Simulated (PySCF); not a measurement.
TDDFT excited states: C7H12FP

Species: C₇H₁₂FP.
Numbering: `[CH3:1]/[CH:2]=[CH:3]\[P:4]=[C:5](\[F:6])[CH:7]([CH3:8])[CH3:9]` (hydrogens: H10, H11, H12 on C1; H13 on C2; H14 on C3; H15 on C7; H16, H17, H18 on C8; H19, H20, H21 on C9)

Method: PySCF 2.14.0, density-fitted response routines, TDDFT CAM-B3LYP/def2-SVPD, vertical, gas phase, core orbitals frozen in the response. Isolated species at its PBE0-D3(BJ)/def2-SVP geometry (one conformer only). Torsions of this conformer, `[CH3:1]/[CH:2]=[CH:3]\[P:4]=[C:5](\[F:6])[CH:7]([CH3:8])[CH3:9]`: C2–C3–P4–C5 179°, P4–C5–C7–C8 -120°.

Problem. What does the calculation give for the low-lying excited states?

Solution. 

| state | E (eV) | E (kJ/mol) | λ (nm) | f | \|μ\| (D) | main configurations (H = HOMO, L = LUMO) |
| --- | --- | --- | --- | --- | --- | --- |
| S1 | 4.66 | 450 | 266.1 | 0.482 | 5.22 | H→L (96%) |
| S2 | 4.80 | 463 | 258.5 | 0.0052 | 0.54 | H-1→L (98%) |
| S3 | 6.12 | 590 | 202.7 | 0.013 | 0.74 | H→L+1 (42%), H→L+2 (21%), H→L+3 (18%) |
| S4 | 6.13 | 592 | 202.1 | 0.042 | 1.34 | H→L+2 (61%), H→L+1 (22%), H-2→L (9%) |
| S5 | 6.19 | 597 | 200.4 | 0.011 | 0.68 | H→L+3 (26%), H→L+1 (24%), H→L+6 (23%) |
| S6 | 6.58 | 635 | 188.4 | 0.084 | 1.84 | H-2→L (84%), H→L+2 (11%) |
| S7 | 6.69 | 645 | 185.3 | 0.0042 | 0.41 | H-3→L (51%), H-1→L+2 (18%), H-4→L (15%) |
| S8 | 6.85 | 661 | 181.0 | 0.023 | 0.93 | H→L+4 (66%), H→L+7 (14%), H→L+6 (8%) |
| S9 | 6.98 | 674 | 177.6 | 0.0003 | 0.11 | H→L+3 (29%), H→L+6 (25%), H→L+4 (10%) |
| S10 | 7.11 | 686 | 174.5 | 0.020 | 0.85 | H-1→L+2 (60%), H→L+3 (10%), H→L+6 (8%) |

Triplets (Tamm–Dancoff): T1 2.33 eV, H→L (93%); T2 4.09 eV, H-1→L (91%); T3 4.17 eV, H→L+2 (47%), H-2→L (33%), H-2→L+2 (9%); T4 5.94 eV, H→L+3 (36%), H→L+6 (30%), H→L+8 (10%).

The lowest singlet comes at 266 nm (450 kJ/mol) in the ultraviolet; it is strong; its leading configuration is HOMO→LUMO (96%). The lowest level is also the most intense of those listed (f = 0.482). Löwdin shares by element: HOMO carbon 54% or more, phosphorus 24% (atoms not listed hold the other 22%); LUMO carbon 53% or more, phosphorus 27% (atoms not listed hold the other 20%). Of the 10 states listed, 7 reach f = 0.01 and 1 stays under 0.0005. The listed states span 2.45 eV, and the widest gap between neighbours is 1.32 eV (S2 to S3). The oscillator strengths of these states sum to 0.683; summed over the whole spectrum of an exact calculation they would give the number of electrons, 78 (Thomas–Reiche–Kuhn). The vertical ionisation energy (ΔSCF) is 8.11 eV, 1.01 eV above S10. Only the lowest 10 singlets were computed, as vertical energies without vibronic structure.

On Arm Neoverse V1, one thread, no GPU, shared host with 48 logical CPUs at a one-minute load of 24, this took 4.5 min of wall time and 1.5 GiB of memory at its peak.
